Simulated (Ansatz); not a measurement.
Born–Oppenheimer molecular dynamics of Cl2H2Sn (5 atoms, charge 0, multiplicity 1). It starts at the highest image of a converged band. Of that band: Neighbouring images differ by up to 1.5 eV, so the band resolves the path poorly. A vibrational analysis at the climbing image gives one clearly imaginary mode, 1249i cm⁻¹: a first-order saddle point.

Method: RKS PBE-D4/def2-SVP (Ansatz 0.2.0).

```
ensemble                      : NVE (velocity Verlet)
time step                     : 0.5 fs
steps asked                   : 200
starting velocities drawn for : 100 K
seed                          : 4560
```

Frames 1 fs apart, positions in Å.

Velocities at 40.0 fs (Å/ps):

```
Sn -0.44 -2.67 0.45
H 81.62 8.25 -76.54
H -91.88 13.15 77.51
Cl 0.82 3.36 -2.19
Cl 0.93 4.96 0.65
```

```xyz
5
Properties=species:S:1:pos:R:3 time_fs=40.0 energy_less_start_eV=-1.507 T=3986
Sn 0.167 0.402 -0.336
H 0.580 -1.169 0.170
H 0.158 2.004 -0.967
Cl -2.142 0.243 -0.977
Cl 0.322 1.537 1.744
5
Properties=species:S:1:pos:R:3 time_fs=41.0 energy_less_start_eV=-1.429 T=3785
Sn 0.167 0.400 -0.335
H 0.664 -1.161 0.091
H 0.070 2.016 -0.893
Cl -2.141 0.246 -0.979
Cl 0.323 1.542 1.744
5
Properties=species:S:1:pos:R:3 time_fs=42.0 energy_less_start_eV=-1.351 T=3582
Sn 0.166 0.397 -0.335
H 0.751 -1.155 0.008
H -0.009 2.024 -0.828
Cl -2.140 0.249 -0.981
Cl 0.324 1.547 1.745
5
Properties=species:S:1:pos:R:3 time_fs=43.0 energy_less_start_eV=-1.274 T=3386
Sn 0.165 0.395 -0.334
H 0.841 -1.150 -0.079
H -0.079 2.031 -0.772
Cl -2.139 0.253 -0.983
Cl 0.325 1.552 1.746
5
Properties=species:S:1:pos:R:3 time_fs=44.0 energy_less_start_eV=-1.198 T=3190
Sn 0.165 0.392 -0.334
H 0.933 -1.145 -0.169
H -0.139 2.037 -0.727
Cl -2.139 0.255 -0.985
Cl 0.326 1.556 1.748
5
Properties=species:S:1:pos:R:3 time_fs=45.0 energy_less_start_eV=-1.120 T=2987
Sn 0.164 0.390 -0.333
H 1.025 -1.137 -0.262
H -0.189 2.042 -0.691
Cl -2.138 0.258 -0.987
Cl 0.327 1.561 1.749
5
Properties=species:S:1:pos:R:3 time_fs=46.0 energy_less_start_eV=-1.038 T=2775
Sn 0.163 0.388 -0.332
H 1.115 -1.125 -0.356
H -0.230 2.046 -0.666
Cl -2.137 0.261 -0.989
Cl 0.328 1.565 1.751
5
Properties=species:S:1:pos:R:3 time_fs=47.0 energy_less_start_eV=-0.956 T=2565
Sn 0.162 0.386 -0.332
H 1.200 -1.105 -0.452
H -0.260 2.049 -0.651
Cl -2.137 0.263 -0.991
Cl 0.329 1.570 1.753
5
Properties=species:S:1:pos:R:3 time_fs=48.0 energy_less_start_eV=-0.882 T=2375
Sn 0.161 0.384 -0.331
H 1.279 -1.077 -0.547
H -0.279 2.051 -0.646
Cl -2.136 0.265 -0.993
Cl 0.330 1.574 1.755
5
Properties=species:S:1:pos:R:3 time_fs=49.0 energy_less_start_eV=-0.824 T=2225
Sn 0.160 0.382 -0.330
H 1.349 -1.038 -0.641
H -0.287 2.050 -0.651
Cl -2.136 0.266 -0.995
Cl 0.331 1.578 1.758
5
Properties=species:S:1:pos:R:3 time_fs=50.0 energy_less_start_eV=-0.789 T=2134
Sn 0.159 0.380 -0.330
H 1.410 -0.990 -0.733
H -0.284 2.047 -0.666
Cl -2.136 0.268 -0.997
Cl 0.332 1.581 1.760
5
Properties=species:S:1:pos:R:3 time_fs=51.0 energy_less_start_eV=-0.780 T=2111
Sn 0.158 0.378 -0.329
H 1.460 -0.932 -0.820
H -0.271 2.042 -0.691
Cl -2.135 0.269 -0.999
Cl 0.334 1.585 1.763
```

Of the whole run (100 fs, mean temperature of the second half 2766 K): The conserved energy stayed within 0.28 meV per atom of its start (net change -0.019 meV per atom), so the integration is sound. The system heated up, since it started high on the potential surface and ran downhill. A run of 0.1 ps of so small a system gives no equilibrium averages. The orbitals stay closed-shell, which can raise the energy where a bond breaks towards radicals; this wasn't checked here.

Run time: 6 min on 1 CPU thread of a shared host.
